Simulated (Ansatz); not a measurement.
A nudged elastic band was laid between two geometries of H$_{3}$NSSn (6 atoms, charge 0, multiplicity 1).

Theory: RKS PBE/def2-SVP in Ansatz 0.2.0.

* movable images: 8
* climbing image: no
* spring: 5.0 eV/Å²
* optimiser: quadratic models (default)
* start path: through a guess of the saddle point
* force threshold: 0.05 eV/Å
* iteration limit: 60
* end points: relaxed

First end point:

```xyz
6
Properties=species:S:1:pos:R:3
N -0.920 0.217 -0.996
Sn 0.280 -1.230 -0.173
S 1.209 0.343 1.529
H -0.987 1.192 -0.689
H -1.542 0.036 -1.790
H 2.003 -0.622 2.072
```

Last end point:

```xyz
6
Properties=species:S:1:pos:R:3
N -0.745 0.169 -0.811
Sn 0.255 -1.565 -0.335
S 1.566 -0.608 1.569
H -0.659 1.081 -0.351
H -1.421 0.212 -1.579
H 1.046 0.647 1.461
```

(1) Which bonds break or form, and what moves?

(2) Give the energies along the band, and the barrier.

(3) What is the geometry of the highest image?

Results:

(1) No bond is made or broken. The dihedral N1–Sn2–S3–H6 goes from 180 to 0°.

(2) It converged. The highest image is number 5 of 0 to 9, 0.216 eV above the first end and 0.168 eV above the last; the last end lies 0.048 eV above the first. No image climbed, so the highest image needn't sit at the top of the path.

| image | path coordinate (Å) | energy (eV) | dihedral N1–Sn2–S3–H6 (°) |
| --- | --- | --- | --- |
| 0 | 0.00 | 0.000 | 180 |
| 1 | 0.33 | 0.022 | -160 |
| 2 | 0.66 | 0.078 | -141 |
| 3 | 1.00 | 0.148 | -121 |
| 4 | 1.33 | 0.205 | -101 |
| 5 | 1.66 | 0.216 | -80 |
| 6 | 1.99 | 0.175 | -58 |
| 7 | 2.33 | 0.110 | -37 |
| 8 | 2.66 | 0.062 | -16 |
| 9 | 2.99 | 0.048 | 0 |

(3) 
```xyz
6
Properties=species:S:1:pos:R:3
N -0.792 0.185 -0.911
Sn 0.027 -1.507 -0.086
S 0.893 -0.272 1.953
H -0.763 1.098 -0.443
H -1.288 0.236 -1.808
H 1.964 0.197 1.249
```

The run took 2.3 min on 1 thread of Arm Neoverse V1 (shared host), peak memory 0.11 GiB.
